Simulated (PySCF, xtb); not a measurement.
SZn, SMILES [S]=[Zn].

GFN2-xTB (xtb) at its own geometry gives an orbital gap of 1.08 eV and a dipole moment of 4.83 D.

Geometry optimised at PBE0-D3(BJ)/def2-TZVP.

**Question.** What does CAM-B3LYP/def2-TZVPD run with PySCF give? (Estimate from the structure and the level; the computed values follow.)

**Answer.** gap 4.47 eV (levels -7.81 and -3.34 eV), dipole 5.66 D.
